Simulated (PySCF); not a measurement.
Compound: C5H10GeO.
Cartesian coordinates in Å at the PBE0-D3(BJ)/def2-SVP level; atoms count from 1:
```xyz
17
C5H10GeO angstrom
Ge     2.4727    1.3598   -0.8036
O      0.9054    2.0048   -0.2237
C     -0.1644    1.1731   -0.0348
C     -1.5344    1.6360    0.4916
C     -1.6587    0.1160    0.2482
C     -0.9249    0.3299   -1.0924
C     -0.2788   -0.0456    0.9194
H      2.2825    0.7398   -2.2010
H      2.9820    0.2995    0.1900
H      3.3850    2.5898   -0.8452
H     -2.1146    2.2952   -0.1724
H     -1.5648    1.9755    1.5385
H     -2.5439   -0.5085    0.4164
H     -0.3986   -0.5444   -1.5090
H     -1.4638    0.8915   -1.8711
H      0.2947   -0.9476    0.6515
H     -0.2210    0.1695    1.9979
```

Computed, not measured: PySCF, TDDFT CAM-B3LYP/def2-SVPD, vertical, gas phase, core orbitals frozen in the response. The CAM-B3LYP/def2-SVPD calculation is non-relativistic and has no spin–orbit coupling, an omission that weighs most on germanium.

Ground-to-excited transition dipoles (e·a0, same axes as the geometry; the sign carries no meaning), for the states with f of 0.002 or more among the lowest 7:

```
state  E (eV)      μx      μy      μz
   S1   6.690  -0.036   0.021  -0.133
   S2   7.232  -0.054   0.025  -0.180
   S3   7.459   0.455  -0.183  -0.168
   S4   7.899   0.226  -0.080  -0.076
   S5   7.919  -0.090   0.053  -0.320
   S6   8.171   0.133  -0.064   0.435
   S7   8.298  -0.361  -0.069   0.103
```

Task: What oscillator strength does each state have?

Result: f = (2/3) ΔE |μ|² with ΔE in hartree (27.2114 eV).

```tsv
state	|μ|² (au)	|μ| (D)	f
S1	0.019	0.35	0.003
S2	0.036	0.48	0.006
S3	0.269	1.32	0.049
S4	0.063	0.64	0.012
S5	0.113	0.85	0.022
S6	0.211	1.17	0.042
S7	0.146	0.97	0.030
```

Task: What angle do the transition dipoles of S5 and S7 make?

Result: |cos θ| = |μa·μb| / (|μa| |μb|) = 0.03, so θ ≈ 88° (taken between 0 and 90°, since the signs are arbitrary).

All these states lie below the vertical ionisation energy of 9.55 eV (ΔSCF).

One conformer stands for the species.

Without π bonds the low states may be Rydberg-like; a valence basis with one diffuse set may place them up to an eV too high.
